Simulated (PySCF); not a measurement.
# Reading the logs of faulty runs: AlBCH8Si

These are calculations, not measurements. They come from PySCF 2.14.0, an open-source quantum chemistry program, on an isolated molecule that a program drew, which may never have been made. The molecule is AlBCH8Si (charge 0, singlet), drawn as the SMILES string `C[SiH2][BH][AlH2]`.

Each row is a Hartree-Fock (HF) and frozen-core CCSD(T) single point in the cc-pV(D+d)Z basis, meant for a local HF minimum. Run 1 is clean. Each other run has one planted mistake out of seven kinds, and not every kind appears here: one electron removed, one electron added, multiplicity raised by two, geometry at a saddle point, minimal basis STO-3G, one bond length entered in bohr, all coordinates scaled. The reference is restricted for singlets and unrestricted otherwise, and also for a bond in bohr. Adding or removing an electron swaps singlet and doublet. Electrons count all cores. HOMO and LUMO are orbital energies over both spins, the gradient is its largest component, and the lowest frequency (negative if imaginary) is given only where the gradient is small. Bond lengths are over the 11 bonds as drawn. T1 is the CCSD diagnostic: over 0.02 (restricted) or 0.045 (unrestricted) a single reference is doubtful.

Geometry of the clean run:
```xyz
12
AlBCH8Si, angstrom
C    -1.7611    0.5846    1.7693
Si   -0.6701   -0.7217    0.9484
B     0.7726    0.0012   -0.3041
Al    1.2202    2.0352   -0.8148
H    -2.2963    1.1769    1.0207
H    -1.1638    1.2695    2.3790
H    -2.5060    0.1215    2.4219
H    -1.5377   -1.6480    0.1679
H    -0.0004   -1.5228    2.0112
H     1.4421   -0.8711   -0.8037
H     2.2561    2.8823    0.0397
H     0.5138    2.7414   -2.0488
```

```
run  electrons  basis functions  <S^2>  HOMO (eV)  LUMO (eV)  gradient (hartree/bohr)  lowest frequency (cm^-1)  mean bond (Å)  longest bond (Å)      T1  HF (hartree)  CCSD(T) (hartree)               mistake
  1         46              114  0.000      -9.71       1.03                  1.5e-05                        38         1.5201             2.144  0.0118    -598.01871         -598.49619              no fault
  2         46               36  0.000      -7.22       6.84                  3.5e-02                         -         1.5201             2.144  0.0069    -591.01261         -591.23145  minimal basis STO-3G
  3         47              114  0.761      -1.20       5.53                  3.6e-02                         -         1.5201             2.144  0.0120    -598.01868         -598.51743    one electron added
  4         46              114  2.019      -7.69      -0.83                  3.1e-02                         -         1.5201             2.144  0.0186    -597.94389         -598.41383                     ?
```

**Which mistake was planted in run 4, and what did it cost?**

Electrons, basis and geometry are unchanged, and <S^2> is 2.019, beside S(S+1) = 2.00 for a multiplicity of 3. So the mistake is: multiplicity raised by two. Subtracting run 1 and multiplying by 627.51 kcal/mol a hartree, the energy moved by 47.0 kcal/mol in HF and 51.7 kcal/mol in CCSD(T).

